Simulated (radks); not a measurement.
Values are calculated unless marked as measured or tabulated.
Question: Tm2+, 67 electrons, occupied as [Xe] 4f12 6s1 (not the ground configuration). Code: a radial shooting solver on a logarithmic mesh with Libxc functionals. Model: Dirac Kohn-Sham, PBE, spin-unpolarised, spherical densities, finite nucleus; open shells are shared between the two j in proportion to 2j + 1; Fermi nuclear charge, rms radius 5.2256 fm.

Spin-orbit splittings of the eigenvalues, e(l+1/2) - e(l-1/2), with zeta = 2 splitting/(2l+1) and mean radii in bohr:

| shell | occ. | splitting (eV) | zeta (eV) | <r> j=l-1/2 | <r> j=l+1/2 |
|---|---|---|---|---|---|
| 2p | 6 | 980.1 | 653.4 | 0.07008 | 0.07747 |
| 3p | 6 | 206.9 | 138.0 | 0.2103 | 0.2241 |
| 3d | 10 | ? | ? | 0.1973 | 0.2016 |
| 4p | 6 | 46.82 | 31.21 | 0.5057 | 0.5374 |
| 4d | 10 | 8.541 | 3.416 | 0.5636 | 0.5748 |
| 4f | 12 | 1.271 | 0.3632 | 0.7447 | 0.7585 |
| 5p | 6 | 6.189 | 4.126 | 1.351 | 1.452 |

Estimate the 3d splitting.

Answer: 45.22 eV (zeta = 18.09 eV).
